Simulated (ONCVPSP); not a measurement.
# What the settings do to the ONCV potential of N (Z = 7)

Base potential:

- Element: N
- Generator: ONCVPSP 4.0.1
- Type: optimised norm-conserving Vanderbilt (ONCV)
- Functional: LDA (Perdew-Zunger)
- Relativity: scalar-relativistic
- Frozen core: [He]
- Valence charge: 5
- Reference configuration: 2s2 2p3
- Partial waves: 2s: rc 0.90 bohr, ncon 4, nbas 8, qcut 6.8 1/bohr, 2 projectors, debl 2.7 Ha; 2p: rc 2.15 bohr, ncon 4, nbas 7, qcut 5.7 1/bohr, 1 projector
- Local potential: polynomial inside 0.65 bohr (lpopt 5, dvloc0 6 Ha)
- Core correction: Teter function fitted to the true core (icmod 2), fcfact 0.2

All-electron outer shells of the reference configuration (LDA (Perdew-Zunger), scalar-relativistic, ld1.x):

```tsv
shell	level (eV)	outermost node (bohr)	outermost maximum (bohr)
1s	-381.53	–	0.15
2s	-18.42	0.32	1.02
2p	-7.24	–	0.97
```

Cutoffs, loose and tight: the cutoffs (Ha) at which the residual kinetic energy of the hardest occupied pseudo-wave falls to 1 and 0.1 mHa per electron. They do not see the model core or the augmentation charge, which bear on the density cutoff. Test errors are all-electron minus pseudo excitation energies from the reference, over the configurations 2s2 2p2; 2s2 2p1; 2s2 2p0; 2s1 2p3. A dash means not determined; rows that change the core or the reference have their own tests.

| change | outcome | cutoff, loose | cutoff, tight | bound ghosts | GHOST(+) flags above zero | largest test error (meV) |
| --- | --- | --- | --- | --- | --- | --- |
| base | generated | 46 Ha | 185 Ha | none | none | +2650 |
| all radii but the core radius scaled by about 0.82 (s 0.74, p 1.76 bohr); local potential polynomial inside 0.54 bohr (lpopt 5, dvloc0 6 Ha) | generated | 32 Ha | 117 Ha | none | s | +1611 |
| all radii but the core radius scaled by about 0.91 (s 0.82, p 1.96 bohr); local potential polynomial inside 0.60 bohr (lpopt 5, dvloc0 6 Ha) | generated | 46 Ha | 191 Ha | none | none | +2122 |
| all radii but the core radius scaled by about 1.08 (s 0.98, p 2.32 bohr); local potential polynomial inside 0.70 bohr (lpopt 5, dvloc0 6 Ha) | generated | 30 Ha | 155 Ha | none | none | +3184 |
| all radii but the core radius scaled by about 1.20 (s 1.08, p 2.58 bohr); local potential polynomial inside 0.78 bohr (lpopt 5, dvloc0 6 Ha) | generated | 23 Ha | 122 Ha | none | none | +4054 |

(1) What comes out with this change to the base: all radii but the core radius scaled by about 1.29 (s 1.16, p 2.76 bohr); local potential polynomial inside 0.84 bohr (lpopt 5, dvloc0 6 Ha)?

Results:

(1) outcome: generated; cutoff, loose: 21 Ha; cutoff, tight: 73 Ha; bound ghosts: none; GHOST(+) flags above zero: none; largest test error (meV): +4735.

Reading the sweep of the scale of all radii but the core radius (base = 1) (base included, trends over the rows without a ghost): The loose cutoff falls from 32 Ha at 0.82 to 21 Ha at 1.29, with one reversal. A larger radius leaves more room for a smooth pseudo-wave, so fewer plane waves are needed; a smaller one forces it to follow the all-electron wave where it bends sharply. The median size of the test errors (rows with all tests solved) rises from 225.2 meV at 0.82 to 788.3 meV at 1.29. More of the atom is replaced by a form fitted at one configuration, so other configurations suffer as the radius grows.
